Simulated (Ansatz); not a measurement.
# Cost against result

Saddle point of GeSiAsH9, singlet (GeSiH₆ ([SiH3][GeH3]) + AsH₃ → GeAsH₅ ([GeH3][AsH2]) + SiH₄; bonds formed: Ge1–As7, Si2–H6; bonds broken: Ge1–Si2, H6–As7), PBE0-D4/def2-TZVP structure:

Ge1  (-1.235, 0.687, 0.761)
Si2  (0.479, -1.256, 0.429)
H3  (-2.490, 0.615, -0.124)
H4  (-0.719, 2.134, 0.878)
H5  (-1.633, 0.225, 2.188)
H6  (1.113, -0.790, -0.948)
As7  (0.357, 0.947, -1.663)
H8  (0.726, -2.457, 1.304)
H9  (-0.734, -1.715, -0.322)
H10  (1.317, -0.232, 1.127)
H11  (1.278, 0.229, -2.654)
H12  (1.542, 1.614, -0.978)
(Å)

Barriers are electronic and count from the start structure reached by relaxing down the imaginary mode.

Computed with Ansatz 0.2.0 (basis: as named in each row); correlated methods freeze the cores. Filled d shells of the heavier atoms are correlated. The def2 sets are not built for correlating such inner shells, so the correlated values are less sure here. B3LYP uses VWN-RPA correlation. Extrapolation: Hartree–Fock as exp(−7.88 √X), correlation as X^−2.97.

Times are rough, for one single point on 8 threads of a shared host (Arm Neoverse V2).

The estimate by CCSD(T) at an estimated basis limit (MP2 extrapolated from triple and quadruple zeta, plus CCSD(T) − MP2 in triple zeta) is 71.94 kcal/mol.

```json
{"method": "HF", "basis": "STO-3G", "time (s)": "under 1", "barrier (kcal/mol)": "146.37", "method less estimate": "74.44"}
{"method": "SPW92", "basis": "def2-SVP", "time (s)": "under 1", "barrier (kcal/mol)": "54.86", "method less estimate": "-17.08"}
{"method": "PBE-D4", "basis": "STO-3G", "time (s)": "under 1", "barrier (kcal/mol)": "95.59", "method less estimate": "23.65"}
{"method": "PBE-D4", "basis": "def2-SVP", "time (s)": "under 1", "barrier (kcal/mol)": "59.76", "method less estimate": "-12.18"}
{"method": "B3LYP-D4", "basis": "6-31G", "time (s)": "under 1", "barrier (kcal/mol)": "75.69", "method less estimate": "3.75"}
{"method": "PBE0-D4", "basis": "def2-SVP", "time (s)": "1", "barrier (kcal/mol)": "68.03", "method less estimate": "-3.91"}
{"method": "SPW92", "basis": "def2-TZVPP", "time (s)": "1", "barrier (kcal/mol)": "53.18", "method less estimate": "-18.75"}
{"method": "PBE-D4", "basis": "def2-TZVPP", "time (s)": "2", "barrier (kcal/mol)": "57.79", "method less estimate": "-14.14"}
{"method": "BLYP-D4", "basis": "def2-TZVPP", "time (s)": "2", "barrier (kcal/mol)": "61.86", "method less estimate": "-10.07"}
{"method": "BHLYP-D4", "basis": "def2-TZVPP", "time (s)": "2", "barrier (kcal/mol)": "77.59", "method less estimate": "5.66"}
{"method": "B3LYP-D4", "basis": "def2-TZVPP", "time (s)": "2", "barrier (kcal/mol)": "68.28", "method less estimate": "-3.65"}
{"method": "CAM-B3LYP-D4", "basis": "def2-TZVPP", "time (s)": "3", "barrier (kcal/mol)": "75.71", "method less estimate": "3.78"}
{"method": "PBE0-D4", "basis": "def2-TZVPP", "time (s)": "3", "barrier (kcal/mol)": "65.74", "method less estimate": "-6.20"}
{"method": "r2SCAN-D4", "basis": "def2-TZVPP", "time (s)": "3", "barrier (kcal/mol)": "63.94", "method less estimate": "-8.00"}
{"method": "RPA on PBE", "basis": "def2-TZVPP", "time (s)": "4", "barrier (kcal/mol)": "72.22", "method less estimate": "0.28"}
{"method": "r2SCAN0-D4", "basis": "def2-TZVPP", "time (s)": "4", "barrier (kcal/mol)": "69.35", "method less estimate": "-2.58"}
{"method": "wB97M-V", "basis": "def2-SVP", "time (s)": "4", "barrier (kcal/mol)": "75.04", "method less estimate": "3.10"}
{"method": "PBE-QIDH", "basis": "def2-TZVPP", "time (s)": "5", "barrier (kcal/mol)": "72.75", "method less estimate": "0.82"}
{"method": "B2PLYP", "basis": "def2-TZVPP", "time (s)": "6", "barrier (kcal/mol)": "72.66", "method less estimate": "0.73"}
{"method": "wB97X-V", "basis": "def2-TZVPP", "time (s)": "6", "barrier (kcal/mol)": "77.06", "method less estimate": "5.13"}
{"method": "B97M-V", "basis": "def2-TZVPP", "time (s)": "7", "barrier (kcal/mol)": "67.58", "method less estimate": "-4.36"}
{"method": "CCSD(T)", "basis": "def2-SVP", "time (s)": "8", "barrier (kcal/mol)": "78.37", "method less estimate": "6.44"}
{"method": "wB97M-V", "basis": "def2-TZVPP", "time (s)": "8", "barrier (kcal/mol)": "72.66", "method less estimate": "0.72"}
{"method": "MP2", "basis": "def2-QZVPP", "time (s)": "23", "barrier (kcal/mol)": "72.19", "method less estimate": "0.25"}
{"method": "CCSD(T)", "basis": "def2-TZVPP", "time (s)": "180", "barrier (kcal/mol)": "73.66", "method less estimate": "1.73"}
```

All methods are single points on the PBE0-D4 structures.

T1 diagnostic: at most 0.015. The restricted Hartree–Fock reference is unstable towards an unrestricted one at one or more of these structures.

Labels in which every atom is bracketed show which atoms are joined, not bond orders.
